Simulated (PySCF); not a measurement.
CH7F2NSi2, SMILES [SiH2](F)N([SiH2]F)C. Atoms are numbered in the order given.

```xyz
13

Si     1.5519     0.0479    -0.3976
F      2.4012     1.1015     0.5098
N     -0.0071    -0.2644     0.2841
C     -0.1059    -1.1567     1.4545
Si    -1.4788     0.4625    -0.2716
F     -2.4296    -0.6640    -0.9639
H      1.3712     0.6534    -1.7392
H      2.3443    -1.2093    -0.4035
H     -0.1374    -0.5933     2.4030
H     -1.0093    -1.7852     1.3946
H      0.7580    -1.8397     1.4955
H     -2.2636     0.9901     0.8755
H     -1.1467     1.4922    -1.2855
```
Charge 0, spin multiplicity 1.

Geometry: r2SCAN-D4/def2-SVP. This is a generated structure with no PubChem entry under its InChIKey; it may be hypothetical. Other conformers were not sampled.

These are PBE0/pcSseg-1 run with PySCF values and carry that method's errors.

GIAO shieldings, no solvent; atoms listed in one row are averaged. δ = σ(ref) − σ: ²⁹Si against TMS (σ = 352.7 ppm); ¹⁹F against CFCl3 (σ = 167.2 ppm); ¹⁵N against NH3 (σ = 267.4 ppm); ¹³C against TMS (σ = 186.3 ppm); ¹H against TMS (σ = 31.56 ppm), references at their B3LYP-D3(BJ)/def2-TZVP geometries, non-relativistic.

Computed chemical shifts:
| nucleus | atoms | count | δ (ppm) |
|---|---|---|---|
| ²⁹Si | Si1 | 1 | -9.8 |
| ²⁹Si | Si5 | 1 | -13.3 |
| ¹⁹F | F2 | 1 | -171.5 |
| ¹⁹F | F6 | 1 | -185.7 |
| ¹⁵N | N3 | 1 | 71.4 |
| ¹³C | C4 | 1 | 36.6 |
| ¹H | H12 | 1 | 5.31 |
| ¹H | H8 | 1 | 5.19 |
| ¹H | H13 | 1 | 5.18 |
| ¹H | H7 | 1 | 5.15 |
| ¹H | H9, H10, H11 | 3 | 3.28 |
